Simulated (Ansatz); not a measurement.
Molecule: ethynyl(prop-2-ynyl)silane, C₅H₆Si, net charge 0, singlet state. SMILES: C#CC[SiH2]C#C
Geometry from a B3LYP-D3(BJ)/def2-TZVP (Ansatz, a program for electronic structure) optimisation:
```
Si
H 1 1.4768
H 1 1.4768 2 110.09
C 1 1.8277 2 109.23 3 -119.93
C 4 1.2060 3 149.52 1 -177.90
H 5 1.0639 3 158.68 1 -178.90
C 1 1.8940 2 109.77 3 120.95
H 7 1.0936 1 108.59 2 61.44
H 7 1.0936 8 106.98 1 -117.03
C 7 1.4491 8 110.92 9 -121.10
C 10 1.2009 9 152.41 7 -174.28
H 11 1.0619 8 161.89 7 178.22
```
Charge 0, spin multiplicity 1.

Property: vertical ionisation energy (to the doublet state of charge +1; each state is the SCF solution reached for its spin), in eV. Correlated levels leave the core frozen unless marked. Open shells are spin-unrestricted. No spin-orbit coupling. No relativistic terms. CBS marks a two-point X^-3 extrapolation of the correlation energy; Hartree-Fock from the larger set. [CCSD(T)-MP2]/basis is that difference in the basis named.

RI-MP2/CBS(aug-cc-pV(T+d)Z,aug-cc-pV(Q+d)Z)+[CCSD(T)-MP2]/aug-cc-pV(T+d)Z (Ansatz) gives 10.02 eV.

Question: Another calculation gave 9.67 eV. Which level was it?
A. B3LYP/def2-TZVPD (Ansatz)
B. r2SCAN/def2-TZVPD (Ansatz)
C. B2PLYP/def2-TZVPD (Ansatz)
D. BHLYP/def2-TZVPD (Ansatz)

Answer: C, B2PLYP/def2-TZVPD (Ansatz). The others give 9.40 (B3LYP), 9.19 (r2SCAN), 9.54 (BHLYP) eV.
